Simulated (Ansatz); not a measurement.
Compare A (`O=CC(F)(F)[SiH3]`) with its isomer B (`O/C(=C\F)[SiH2]F`).

Program: Ansatz. Geometries: PBE0-D4/def2-TZVP. ΔE: electronic, gas phase. CBS: MP2 limit from def2 TZ/QZ plus the TZ coupled-cluster correction, frozen cores. Functionals use def2-TZVPP. B3LYP here is the variant with VWN-RPA as its local correlation; programs differ in this. One conformer a species, not always the lowest.

Which is lower in electronic energy at CCSD(T)/CBS, and by how much? (An estimate is asked.)

Computed: B, by 48.1 kcal/mol.

Give E(B) − E(A) in kcal/mol with CCSD(T)/def2-TZVPP, CCSD/def2-TZVPP, B2PLYP, MP2/def2-TZVPP, ωB97M-V, B3LYP-D4, B3LYP. (Best estimate.)

Computed: CCSD(T)/def2-TZVPP -45.7, CCSD/def2-TZVPP -46.1, B2PLYP -46.4, MP2/def2-TZVPP -48.5, ωB97M-V -45.2, B3LYP-D4 -45.5, B3LYP -45.6. None reverses the order clearly.

Largest T1 diagnostic: 0.014.

From PBE to PBE0 (25 % exact exchange), in def2-TZVPP and without D4, E(B) − E(A) moves by −1.9 kcal/mol.
